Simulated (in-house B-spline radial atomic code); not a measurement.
Inner levels of niobium as electrons are removed. A shift is the extra binding of the orbital against the neutral atom ([Kr] 4d4 5s1). Computed with a radial B-spline atomic code at the basis-set limit: non-relativistic Hartree-Fock, average of the configuration, point nuclei.

This level leaves out relativity, spin-orbit splitting included, which matters for heavy ions.

| ion | configuration | shift of 3p (eV) | shift of 3d (eV) | shift of 1s (eV) | radius of 3p (bohr) | radius of 3d (bohr) | radius of 1s (bohr) | Σ<r²> (bohr²) | change of density at nucleus (bohr⁻³) |
| --- | --- | --- | --- | --- | --- | --- | --- | --- | --- |
| Nb | [Kr] 4d4 5s1 | 0 | 0 | 0 | 0.44833 | 0.43082 | 0.037194 | 61.638 | - |
| Nb+ | [Kr] 4d4 | 6.3143 | 6.3272 | 6.3613 | 0.44834 | 0.43082 | 0.037193 | 39.169 | -3.8108 |
| Nb2+ | [Kr] 4d3 | 17.999 | 17.978 | 17.952 | 0.44829 | 0.43082 | 0.037194 | 31.037 | -2.3798 |
| Nb3+ | [Kr] 4d2 | ? | ? | ? | ? | ? | ? | ? | ? |
| Nb4+ | [Kr] 4d1 | 47.572 | 47.446 | 47.506 | 0.44802 | 0.43056 | 0.037194 | 21.224 | 3.2921 |
| Nb5+ | [Ar] 3d10 4s2 4p6 | 64.828 | 64.637 | 64.904 | 0.44778 | 0.43026 | 0.037194 | 17.766 | 7.3857 |
| Nb6+ | [Ar] 3d10 4s2 4p5 | ? | ? | ? | ? | ? | ? | ? | ? |
| Nb7+ | [Ar] 3d10 4s2 4p4 | 108.08 | 108.24 | 111.31 | 0.44764 | 0.42855 | 0.037193 | 13.419 | 22.63 |
| Nb8+ | [Ar] 3d10 4s2 4p3 | 131.08 | 131.46 | 136.31 | 0.44721 | 0.42753 | 0.037193 | 11.524 | 31.049 |
| Nb9+ | [Ar] 3d10 4s2 4p2 | 154.97 | 155.59 | 162.45 | 0.44671 | 0.42641 | 0.037192 | 9.7794 | 40 |
| Nb10+ | [Ar] 3d10 4s2 4p1 | 179.69 | 180.6 | 189.73 | 0.44615 | 0.42519 | 0.037191 | 8.1663 | 49.479 |
| Nb11+ | [Ar] 3d10 4s2 | 205.24 | 206.45 | 218.13 | 0.44551 | 0.42387 | 0.037191 | 6.6687 | 59.49 |
| Nb12+ | [Ar] 3d10 4s1 | ? | ? | ? | ? | ? | ? | ? | ? |
| Nb13+ | [Ar] 3d10 | 260.29 | 262.04 | 278.75 | 0.44375 | 0.42086 | 0.03719 | 4.1463 | -94.8 |
| Nb14+ | [Ar] 3d9 | 307.4 | 312.4 | 337.83 | 0.43856 | 0.41222 | 0.037191 | 3.8086 | -74.536 |
| Nb15+ | [Ar] 3d8 | 355.89 | 364.43 | 399.37 | 0.43342 | 0.40404 | 0.037192 | 3.4966 | -52.938 |
| Nb16+ | [Ar] 3d7 | 405.72 | 418.11 | 463.35 | 0.42833 | 0.39627 | 0.037193 | 3.2072 | -30.008 |
| Nb17+ | [Ar] 3d6 | 456.87 | 473.43 | 529.77 | 0.42331 | 0.38887 | 0.037194 | 2.9382 | -5.7495 |
| Nb18+ | [Ar] 3d5 | 509.33 | 530.38 | 598.59 | 0.41836 | 0.38181 | 0.037195 | 2.6875 | 19.835 |
| Nb19+ | [Ar] 3d4 | 563.08 | 588.93 | 669.83 | 0.41349 | 0.37507 | 0.037196 | 2.4533 | 46.744 |
| Nb20+ | [Ar] 3d3 | 618.11 | 649.07 | 743.46 | 0.40869 | 0.36861 | 0.037197 | 2.2342 | 74.98 |

Problem. Fill in the row of Nb3+.

Solution. shift of 3p (eV): 31.887; shift of 3d (eV): 31.818; shift of 1s (eV): 31.789; radius of 3p (bohr): 0.44819; radius of 3d (bohr): 0.43074; radius of 1s (bohr): 0.037194; Σ<r²> (bohr²): 25.478.

Problem. Fill in the row of Nb6+.

Solution. shift of 3p (eV): 85.975; shift of 3d (eV): 85.95; shift of 1s (eV): 87.503; radius of 3p (bohr): 0.448; radius of 3d (bohr): 0.42946; radius of 1s (bohr): 0.037194; Σ<r²> (bohr²): 15.489; change of density at nucleus (bohr⁻³): 14.74.

Problem. Fill in the row of Nb12+.

Solution. shift of 3p (eV): 232.4; shift of 3d (eV): 233.87; shift of 1s (eV): 247.95; radius of 3p (bohr): 0.44466; radius of 3d (bohr): 0.4224; radius of 1s (bohr): 0.037191; Σ<r²> (bohr²): 5.3683; change of density at nucleus (bohr⁻³): -14.273.
